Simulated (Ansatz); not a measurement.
`C=C[Si](O)(O)S`, relaxed with RKS PBE-D4/def2-SVP in the Gaussian-basis code of Ansatz from a rough embedded geometry. The force threshold is 0.03 eV/Å; the program also tests the step.

Charge 0, multiplicity 1.

Start:

```xyz
12

C    -0.957   -1.780    0.850
C    -0.272   -0.571    1.045
Si    0.219    0.632   -0.239
O     0.328   -0.142   -1.804
O    -0.778    1.915   -0.364
S     2.203    1.314    0.164
H    -1.251   -2.087   -0.121
H    -1.168   -2.350    1.694
H     0.060   -0.286    2.064
H     1.056   -0.735   -1.844
H    -1.584    1.735   -0.804
H     2.143    2.357   -0.641
```

```tsv
step	energy (eV)	largest force (eV/Å)	largest move (Å)
1	-24954.8286	4.372	0.000
2	-24955.2146	1.435	0.196
3	-24955.2864	0.879	0.148
4	-24955.2968	0.492	0.200
5 (rejected)	-24955.1994	1.087	0.200
6	-24955.3318	0.145	0.096
7	-24955.3348	0.067	0.071
8	-24955.3351	0.159	0.017
9	-24955.3362	0.061	0.015
10	-24955.3366	0.029	0.020
```

End:

```xyz
12

C    -0.806   -1.763    0.853
C    -0.277   -0.551    1.120
Si    0.235    0.622   -0.240
O     0.113   -0.144   -1.733
O    -0.729    1.984   -0.366
S     2.215    1.299    0.254
H    -0.936   -2.111   -0.187
H    -1.130   -2.458    1.648
H    -0.167   -0.234    2.174
H     0.803   -0.805   -1.913
H    -1.505    1.858   -0.942
H     2.184    2.302   -0.668
```

Hardware: 2 threads of an AMD EPYC 7R13 on a shared host. Wall time 27 s, peak host memory 0.18 GiB.
